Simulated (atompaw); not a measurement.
# Pseudopotential generation for Cs (Z = 55): PAW (atompaw), PBEsol, scalar-relativistic.

- Element: caesium (Cs)
- Generator: atompaw 4.2.0.5
- Type: PAW
- Functional: PBEsol
- Relativity: scalar-relativistic
- Frozen core: [Kr] 4d10
- Valence charge: 9
- Reference configuration: 5s2 5p6 5d0 6s0 6p1
- Partial waves: 5s (bound): rc 3.00 bohr; 6s (bound, empty): rc 3.00 bohr; 5p (bound): rc 2.90 bohr; 6p (bound): rc 3.00 bohr; 5d (bound, empty): rc 3.00 bohr; 5d channel at 1.3 Ry: rc 3.00 bohr
- Local potential: bessel scheme, radius 2.90 bohr
- Core correction: smooth core density matched at 2.45 bohr
- Augmentation charge: gaussian compensation charge, radius 2.35 bohr; PAW radius 3.00 bohr; waves and projectors: custom rrkj gramschmidtortho

All-electron outer shells of the reference configuration (PBEsol, scalar-relativistic, ld1.x):

```csv
shell,level (eV),outermost node (bohr),outermost maximum (bohr)
4p,-161.92,0.36,0.67
4d,-75.50,0.33,0.72
5s,-28.08,0.82,1.54
5p,-14.80,0.89,1.79
6s,-2.65,2.10,4.62
6p,-1.28,2.58,6.89
5d,-1.08,1.05,2.98
```

(1) Estimate the cutoffs (Ry, on a coarse ladder) from which the occupation-weighted sum of valence levels, in a spherical-Bessel basis at the reference potential, stays within 10 and 1 mRy of its value at 400 Ry.

(2) What does a ghost test show?

(3) Is the overlap operator S = 1 + Σ q|β⟩⟨β| positive definite (Bessel basis up to 400 Ry)?

Results:

(1) 10 Ry and 15 Ry.

(2) No extra level below or beside the all-electron valence levels (s, p, d, f tested).

(3) Yes: its lowest eigenvalue is 0.10 (s channel).
